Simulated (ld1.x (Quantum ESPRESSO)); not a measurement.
## oxygen: excitation energies, all-electron against ultrasoft

* Element: oxygen (O)
* Generator: ld1.x (Quantum ESPRESSO) 7.5
* Type: ultrasoft
* Functional: LDA (PZ)
* Relativity: scalar-relativistic
* Frozen core: [He]
* Valence charge: 6
* Reference configuration: 2s2 2p4
* Partial waves: 2s (bound): rcut 0.80, rcutus 0.95 bohr; 2s channel at -1.35 Ry: rcut 0.80, rcutus 0.95 bohr; 2p (bound): rcut 0.70, rcutus 0.95 bohr; 2p channel at 1.7 Ry: rcut 0.70, rcutus 0.95 bohr; 3d channel at 0.15 Ry: rcut 0.80, rcutus 0.85 bohr
* Local potential: all-electron potential smoothed inside 0.70 bohr (lloc = -1)
* Core correction: a·sin(br)/r model core inside 0.45 bohr
* Augmentation charge: PSQ, radius 0.80 bohr

Energies are relative to the spin-unpolarised reference configuration 2s2 2p4; without spin polarisation the order of configurations can differ from experiment. Spin-polarised rows fill each open shell by Hund’s rule, majority spin first.

Give the all-electron excitation energy and the error of the potential for: 2s2 2p3; 2s2 2p2; 2s2 2p1; 2s2 2p3.5; 2s0 2p6; 2s2 2p0; 2s1 2p4; 2s2 2p4 (spin-polarised); 2s2 2p3 (spin-polarised).

```json
{"valence configuration": "2s2 2p3", "charge": "+1", "ΔE all-electron (eV)": "16.584", "error AE − PS (meV)": "-2.3"}
{"valence configuration": "2s2 2p2", "charge": "+2", "ΔE all-electron (eV)": "50.292", "error AE − PS (meV)": "-12"}
{"valence configuration": "2s2 2p1", "charge": "+3", "ΔE all-electron (eV)": "104.255", "error AE − PS (meV)": "-45"}
{"valence configuration": "2s2 2p3.5", "charge": "+0.5", "ΔE all-electron (eV)": "6.366", "error AE − PS (meV)": "-0.7"}
{"valence configuration": "2s0 2p6", "charge": "0", "ΔE all-electron (eV)": "29.228", "error AE − PS (meV)": "+2.6"}
{"valence configuration": "2s2 2p0", "charge": "+4", "ΔE all-electron (eV)": "181.211", "error AE − PS (meV)": "-190"}
{"valence configuration": "2s1 2p4", "charge": "+1", "ΔE all-electron (eV)": "31.422", "error AE − PS (meV)": "+5.4"}
{"valence configuration": "2s2 2p4 (spin-polarised)", "charge": "0", "ΔE all-electron (eV)": "-1.409", "error AE − PS (meV)": "+25"}
{"valence configuration": "2s2 2p3 (spin-polarised)", "charge": "+1", "ΔE all-electron (eV)": "12.572", "error AE − PS (meV)": "+72"}
```

Levels in the configuration 2s2 2p2:

```csv
level,all-electron (eV),pseudo (eV)
2s,-58.017,-57.994
2p,-43.350,-43.366
```
